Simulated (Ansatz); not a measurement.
`BC1C=CN1` → B• + 3 C• + 6 H• + N•  (atomization)

Program: Ansatz. Geometries: PBE0-D4/def2-TZVP. ΔE: electronic, gas phase. CBS: MP2 limit from def2 TZ/QZ plus the TZ coupled-cluster correction, frozen cores. This one scheme is used for every species, atoms too. Functionals use def2-TZVPP. No spin–orbit coupling; open shells (•) take unrestricted orbitals. Spin–orbit coupling would lower the free atoms: a little for B, C.

`BC1C=CN1`:

```xyz
11

B     0.009   -0.969    0.962
C     0.855    0.105    0.248
C    -0.498    0.802    0.355
C    -0.616    0.648   -1.003
N     0.624    0.117   -1.212
H     0.008   -1.012    2.159
H    -0.547   -1.806    0.311
H     1.757    0.587    0.611
H    -0.983    1.407    1.101
H    -1.374    0.836   -1.755
H     0.765   -0.715   -1.775
```

```
   species  PBE energy (Eh)
`BC1C=CN1`       -197.25083
        B•        -24.61008
        C•        -37.79597
        H•         -0.49962
        N•        -54.53214
```

(1) Work out ΔE.

(2) What do rigid-rotor, harmonic-oscillator terms from PBE0-D4/def2-TZVP frequencies (298.15 K, 1 bar) make of the CCSD(T)/CBS value? (Best estimate.)

Largest T1 diagnostic among the species: 0.015.

Results:

(1) ΔE = 6 × (-0.49962) + 3 × (-37.79597) + (-24.61008) + (-54.53214) − (-197.25083) = 1.72298 Eh = +46.88 eV. CCSD(T)/CBS gives +45.16 eV.

(2) Ansatz gave: ΔZPE = -2.36 eV, ΔH = +43.35 eV, ΔS = 1181 J/(mol·K), ΔG = +39.70 eV. Open shells count their whole term as degenerate.

From PBE to PBE0 (25 % exact exchange), in def2-TZVPP and without D4, ΔE moves by −0.98 eV: exact exchange takes away binding that semilocal exchange gives to molecules. In def2-TZVPP, CCSD(T) changes the Hartree–Fock value by +11.72 eV (the triples alone add +0.85 eV) and MP2 by +12.77 eV; breaking electron pairs costs correlation energy, which Hartree–Fock lacks. Leaving LDA and LC-ωPBE aside and taking each functional with its dispersion term where it has one, the values, not all of them listed here, spread over 3.13 eV, from BHLYP-D4 to PBE-D4. LDA lies +5.99 eV from PBE without D4, its usual overbinding.

For atomizations the MP2-based limit and the directly extrapolated one differ by several kJ/mol either way, and by 10 to 25 for some Ge, Se and Sn compounds, so smaller differences from it don't rank the levels.
